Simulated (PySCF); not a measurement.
Compound: 2,2,3,3,3-pentafluoro-1-propanol, C₃H₃F₅O.
Structure used (PBE0-D3(BJ)/def2-SVP), in Å, numbered top down from 1:
```xyz
12
C3H3F5O angstrom
O      2.2123    0.3437   -0.3430
C      0.8634    0.6673   -0.3733
C      0.0388   -0.3855    0.3464
F      0.3111   -1.5976   -0.1985
F      0.3618   -0.4438    1.6485
C     -1.4804   -0.1717    0.2532
F     -1.7970    1.0209    0.7529
F     -1.8728   -0.2085   -1.0181
F     -2.1324   -1.1047    0.9256
H      2.3209   -0.5162   -0.7659
H      0.7244    1.6274    0.1439
H      0.4567    0.7730   -1.3976
```

Linear response at PBE0/def2-SVPD (PySCF, frozen core in the response, non-relativistic).

Static isotropic polarisability: 46.29 au (6.86 Å³), principal values 43.8, 44.9, 50.2 au.

What is the polarisability at 1064 nm and at the sodium D line?

46.49 au at 1064 nm (+0.4 %), 46.94 au at 589.3 nm (+1.4 %). The rise at 589.3 nm is 3.31 times that at 1064 nm; a pure ω² law gives 3.26. The lowest singlet lies at 162 nm, shorter than both wavelengths.

What is the isotropic C6 coefficient between two such molecules, C6 = (3/π)∫α(iω)² dω?

1261 au (Eh·bohr⁶) by a ten-point quadrature over imaginary frequencies, which is 754 eV·Å⁶ or 72.7 J·nm⁶/mol.

Which effective excitation energy ω̄ makes London's formula C6 = (3/4)α²ω̄ exact here?

ω̄ = 4·C6/(3α²) = 0.785 Eh = 21.4 eV. A one-pole form α(ω) = α/(1 − ω²/ω̄²) fitted to the 1064 nm value gives 17.9 eV. London's choice of the ionisation energy (11.45 eV, ΔSCF at the same level) gives C6 = 676 au, 46 % too low.

What molar refraction at the D line follows from R = (4π/3)·N_A·α′, with α′ the polarisability volume?

α′ = 6.96 Å³ gives R = 17.55 cm³/mol, for isolated, non-vibrating species.

What n − 1 at the D line would an ideal gas of it have at 273.15 K and 1 atm (2.6868 × 10¹⁹ cm⁻³), by n − 1 = 2π·N·α′?

11.74 × 10⁻⁴, a formal value whether or not that pressure can be reached.

How anisotropic is the static polarisability, by Δα² = ½[(α1 − α2)² + (α2 − α3)² + (α3 − α1)²]?

Δα = 5.9 au, or 0.13 of the isotropic value.

One conformer stands for the species.
